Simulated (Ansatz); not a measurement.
Basis-set series for CH5ClGaNOSi, SMILES `[SiH3]O/C=[N]\[GaH][Cl]`. Charge 0, multiplicity 1. Geometry: relaxed with PBE0-D4/def2-TZVP. It is one conformer, not always the lowest.

| functional | basis | functions | energy (Eh) | HOMO (eV) | LUMO (eV) |
| --- | --- | --- | --- | --- | --- |
| PBE0-D4 | def2-TZVPP | 295 | -2845.10613 | -7.63 | -1.00 |
| PBE0-D4 | def2-QZVPP | 550 | -2845.18286 | -7.66 | -1.05 |
| ωB97M-V | def2-TZVPP | 295 | -2845.61142 | -9.91 | 0.83 |
| ωB97M-V | def2-QZVPP | 550 | -2845.68471 | -9.94 | 0.70 |

Give the rows for def2-SVP. (An estimate is asked.)

The calculation gave: 
| functional | basis | functions | energy (Eh) | HOMO (eV) | LUMO (eV) |
| --- | --- | --- | --- | --- | --- |
| PBE0-D4 | def2-SVP | 135 | -2844.39762 | -7.57 | -0.87 |
| ωB97M-V | def2-SVP | 135 | -2844.89992 | -9.82 | 1.03 |

Positive LUMOs are unbound and depend on the basis. Scalar relativity is left out up to krypton.

Program: Ansatz 0.2.0.
